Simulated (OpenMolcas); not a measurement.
Computed transition rates of Co+

| Item | Value |
| --- | --- |
| Program | OpenMolcas 26.06 |
| Method | MS-CASPT2, IPEA 0.25 Eh, imaginary shift 0.1 Eh (closed shells correlated: 3s 3p) |
| Basis | ANO-RCC-VQZP [7s6p4d3f2g1h] |
| Scalar Hamiltonian | DKH2, point nucleus |
| Active space | 8 electrons in 6 orbitals (3d 4s) |
| State averaging | 2S+1 = 3 even, 55 roots; 2S+1 = 5 even, 10 roots kept (CI in the orbitals of an earlier block); 2S+1 = 1 even, 33 roots kept (CI in the orbitals of an earlier block) |
| Spin-orbit coupling | RASSI with atomic mean-field integrals over the reference wave functions, term energies averaged over their components |

Rates come from the transition moments of the reference wave functions (E1 and E2 in the length form). At fixed line strength A goes as λ^-3 for E1 and M1 and as λ^-5 for E2, so a rate at the computed wavelength can be rescaled to the measured one. Measured vacuum wavelengths follow from level energies in NIST Handbook of Basic Atomic Spectroscopic Data. Branching counts decays inside the model space alone, at computed energies, and the table is only a selection of the M1 lines, drawn from those between levels with measured partners whose computed energy lies within a factor of 1.5 of the measured one.

```tsv
Upper	Lower	Type	λ computed (nm)	λ measured (nm)	A computed (s-1)	A rescaled (s-1)	Branching %
3d8 3F3	3d8 3F4	M1	9751	10520	2.82e-02	2.25e-02	100.0
3d7 4s 3F4(1)	3d7 4s 5F5	M1	1711	1547	2.56e-02		73.9
3d8 3F2	3d8 3F3	M1	14400	15460	1.19e-02	9.62e-03	99.9
3d7 4s 5F4	3d7 4s 5F5	M1	15500	14740	1.06e-02	1.23e-02	100.0
3d7 4s 5F3	3d7 4s 5F4	M1	19520	18800	9.73e-03	1.09e-02	100.0
3d7 4s 5F2	3d7 4s 5F3	M1	26440	25690	5.25e-03	5.72e-03	99.5
3d7 4s 5F1	3d7 4s 5F2	M1	40200	39270	1.66e-03	1.78e-03	100.0
```

Spin-changing lines and M1 lines between different terms are not rescaled, since their strength hangs on the term gaps too.

The largest correction is for 3d8 3F3 → 3d8 3F4 (M1): 2.82e-02 × (9751 / 10520)^3 = 2.25e-02 s-1, a factor of 0.80.

The computed rate and branching of 3d7 4s 5F4 → 3d7 4s 5F5 give the upper level a radiative lifetime of 1.000 / 1.06e-02 s-1 = 9.43e+01 s, counting decays inside the model space alone. The rescaled rate gives about 8.1e+01 s.

The computed order of these levels differs from the measured one in 2 places, and where term gaps are wrong the rates of spin-changing lines can be off by large factors.

These are rates of the free ion; in crystals, glasses and complexes forced electric-dipole and non-radiative decay shorten such lifetimes by orders of magnitude. No measured rate stands beside these. Rescaling mends the energy factor alone: line strengths can still be far off where a level mixes with configurations outside the active space, and weak or spin-changing lines hang on small mixing coefficients that depend on the term gaps too, so rescaling need not improve them.

CASPT2 does not keep the components of a term degenerate, so their means are used; among the terms shown or strongly mixed into the levels shown the widest spread is 1800 cm-1 (3d8 3F). Over all roots computed the reference weight is 0.87 to 0.92; the roots of lowest weight are the least certain, and an intruder state may touch them. Terms from blocks run as CI alone lack orbitals of their own. A single d shell beside an s shell can misplace configurations of different d count against each other. The CASPT2 spread within a term exceeds the gap to the next term for 3d8 3F and 3d7 4s 5F, so the order of their levels is uncertain, and so are names and mixing where such terms share a J. Measured partners are found by configuration, term and J. A level has none where our copy of the source lacks it or the pairing is in doubt (some pairs that miss far off the trend of their configuration count as doubtful). Levels of configurations outside the active space are missing.

A number in round brackets counts repeated terms of one configuration in the order of the reference energies.
